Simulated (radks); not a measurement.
Values are calculated unless marked as measured or tabulated.
Question: Excited configurations of Yb2+: one electron is placed in a higher orbital outside [Xe] 4f13. The ground configuration is [Xe] 4f14. Code: a radial shooting solver on a logarithmic mesh with Libxc functionals. Model: scalar-relativistic Kohn-Sham, PBE, spin-polarised, spherical densities, point nucleus; open shells are filled with parallel spins first (spin-orbit coupling, left out, can overturn this in heavy ions). Excitation = E - E(ground); binding = E(ion) - E, where the ion is the core of charge +3; n* = 3/sqrt(2 binding) in atomic units, and the quantum defect is n - n*.

| outer orbital | excitation (eV) | binding (eV) | n* | quantum defect | eigenvalue (eV) | <r> (bohr) |
|---|---|---|---|---|---|---|
| 5d | 6.180 | 20.200 | 2.462 | 2.538 | -15.471 | 2.268 |
| 6d | 16.428 | 9.951 | 3.508 | 2.492 | -8.362 | 5.467 |
| 6f | 20.983 | 5.397 | 4.763 | 1.237 | -4.490 | 9.707 |
| 7p | 17.606 | 8.774 | 3.736 | 3.264 | -7.530 | 7.004 |
| 7d | 20.228 | 6.151 | 4.462 | 2.538 | -5.252 | 9.417 |

Estimate the row for 7s.

Answer: excitation (eV) 15.652; binding (eV) 10.727; n* 3.379; quantum defect 3.621; eigenvalue (eV) -9.272; <r> (bohr) 5.968. The Delta-SCF ionisation energy is 26.380 eV (NIST Atomic Spectra Database: 25.05 eV, semi-empirical). Self-interaction in the functional shifts the binding energies and quantum defects, so they are the method's values and not measured ones. Open shells are spherical and high-spin; term and fine-structure splittings are not resolved. Spin-orbit splitting is averaged out at the scalar-relativistic level.
